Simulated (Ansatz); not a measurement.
Coupled-cluster diagnostics for H2Te2 (Te2H2), Ansatz.

Geometry of the singlet (r2SCAN-D4/def2-TZVP):

Cartesian coordinates in Å:
```
Te -0.001 0.104 -1.470
Te 1.072 -0.170 0.998
H -1.245 -0.977 -1.233
H 0.175 1.042 1.705
```

In the def2 sets Te takes a core potential; there is no spin–orbit coupling. Correlated methods freeze 8 core orbitals; core or outer-core shells of Te are correlated, in sets that lack core-valence functions.

Task: Estimate the CCSD(T) correlation energy, the shares of MP2 and (T), T1 and the reference's ⟨S²⟩ for: charge 0, singlet, own geometry in def2-TZVPP; charge 1, doublet, vertical in def2-TZVPP; and the rough time on 4 threads of Intel Xeon on a shared host.

Result: 
```
                          state       basis  correlation (eV)  MP2 share (%)  (T) share (%)     T1  ⟨S²⟩ (pure)  wall time
charge 0, singlet, own geometry  def2-TZVPP           -24.954          101.6            2.4  0.010  0.00 (0.00)       34 s
    charge 1, doublet, vertical  def2-TZVPP           -24.080          101.3            2.3  0.013  0.77 (0.75)    2.1 min
```
Customary marks for T1 are 0.02 (closed shells), 0.045 (open shells) and about 0.05 (3d metals). T1 stays under 0.02 throughout.
